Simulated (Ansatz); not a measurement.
TiHCl3. Charge 0, multiplicity 1. Geometry relaxed at PBE0-D4/def2-SVP.

Cartesian coordinates in Å:
```
Ti -0.033 -0.030 0.029
H 0.999 0.881 -0.878
Cl -1.959 0.549 -0.744
Cl 0.402 0.637 2.031
Cl 0.591 -2.037 -0.438
```

Task: Estimate the harmonic wavenumbers at RKS PBE0-D4/def2-SVP (Ansatz, unscaled). Is this a minimum?

Result: 111, 111, 112, 403, 452, 452, 576, 576, 1820 cm⁻¹. Yes, no mode is imaginary beyond noise. Zero-point energy 27.6 kJ/mol. It took 17 s on 4 threads of Arm Neoverse V2 on a shared host.
